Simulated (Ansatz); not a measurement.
Isomers of C3H4O. Gas-phase values, no solvent. One relaxed conformer stands for each flexible species; it need not be the lowest. Strings in code marks are SMILES.

Quantity: electronic energy of isomers of C3H4O relative to `CC=C=O`, in kcal/mol.

Case: `OC1=CC1` (H–O–C–C torsion 180°). Geometry of `OC1=CC1` (neutral, multiplicity 1, Å):

```xyz
8

O      1.8662    -0.1094     0.0246
C      0.5532     0.1422    -0.0928
C     -0.3837     0.9289    -0.5237
C     -0.8115    -0.3536     0.2185
H      1.9681    -0.9514     0.5038
H     -0.7450     1.8163    -1.0237
H     -1.2033    -0.2803     1.2446
H     -1.2360    -1.1937    -0.3522
```

Problem. What electronic energy of isomers of C3H4O relative to `CC=C=O` does frozen-core MP2/cc-pVTZ // PBE-D3(BJ)/def2-TZVP (Ansatz, a first-principles code) give?

Solution. 42.8 kcal/mol.
